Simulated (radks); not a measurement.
The numbers below are computed, except where a source is named.
All-electron atom: La V in [Kr] 4d10 5s2 5p5.

Code: a radial shooting solver on a logarithmic mesh with Libxc functionals. Model: Dirac Kohn-Sham, PBEsol, spin-unpolarised, spherical densities, point nucleus; open shells fill j = l - 1/2 first.

Energy parts (eV):
| part | energy |
|---|---|
| total | -231053.87 |
| kinetic | 247274.66 |
| electron-nucleus | -560261.62 |
| Hartree | 87360.09 |
| exchange-correlation | -5427.00 |

Orbitals (lengths in bohr, moments of r in powers of bohr):
1s1/2: occ. 2; eigenvalue (eV) -38740.26; <1/r> 62.00; <r> 0.02507; <r^2> 0.0008541; small-component weight 4.44e-02
2s1/2: occ. 2; eigenvalue (eV) -6197.070; <1/r> 14.59; <r> 0.1070; <r^2> 0.01357; small-component weight 9.61e-03
2p1/2: occ. 2; eigenvalue (eV) -5847.215; <1/r> 14.57; <r> 0.08993; <r^2> 0.009964; small-component weight 9.65e-03
2p3/2: occ. 4; eigenvalue (eV) -5434.365; <1/r> 13.25; <r> 0.09602; <r^2> 0.01123; small-component weight 9.09e-03
3s1/2: occ. 2; eigenvalue (eV) -1355.206; <1/r> 5.251; <r> 0.2850; <r^2> 0.09293; small-component weight 2.92e-03
3p1/2: occ. 2; eigenvalue (eV) -1207.699; <1/r> 5.165; <r> 0.2748; <r^2> 0.08775; small-component weight 2.87e-03
3p3/2: occ. 4; eigenvalue (eV) -1127.240; <1/r> 4.835; <r> 0.2868; <r^2> 0.09539; small-component weight 2.71e-03
3d3/2: occ. 4; eigenvalue (eV) -868.7136; <1/r> 4.699; <r> 0.2578; <r^2> 0.07848; small-component weight 2.59e-03
3d5/2: occ. 6; eigenvalue (eV) -851.4923; <1/r> 4.616; <r> 0.2616; <r^2> 0.08066; small-component weight 2.55e-03
4s1/2: occ. 2; eigenvalue (eV) -303.5092; <1/r> 2.173; <r> 0.6540; <r^2> 0.4827; small-component weight 8.98e-04
4p1/2: occ. 2; eigenvalue (eV) -249.2195; <1/r> 2.070; <r> 0.6742; <r^2> 0.5170; small-component weight 8.33e-04
4p3/2: occ. 4; eigenvalue (eV) -232.0272; <1/r> 1.962; <r> 0.7012; <r^2> 0.5589; small-component weight 7.83e-04
4d3/2: occ. 4; eigenvalue (eV) -142.9715; <1/r> 1.745; <r> 0.7605; <r^2> 0.6704; small-component weight 6.43e-04
4d5/2: occ. 6; eigenvalue (eV) -139.9801; <1/r> 1.719; <r> 0.7700; <r^2> 0.6872; small-component weight 6.30e-04
5s1/2: occ. 2; eigenvalue (eV) -74.4715; <1/r> 0.8791; <r> 1.515; <r^2> 2.564; small-component weight 2.14e-04
5p1/2: occ. 2; eigenvalue (eV) -58.9545; <1/r> 0.7925; <r> 1.663; <r^2> 3.103; small-component weight 1.79e-04
5p3/2: occ. 3; eigenvalue (eV) -56.0909; <1/r> 0.7583; <r> 1.726; <r^2> 3.339; small-component weight 1.67e-04

The highest occupied level is 5p3/2 at -56.091 eV. Summed over all electrons, <r^2> = 34.03 bohr^2, which gives a Langevin (diamagnetic) susceptibility term of -26.9 x 10^-6 cm^3/mol. The density falls to 0.001 e/bohr^3 at r = 3.34 bohr.
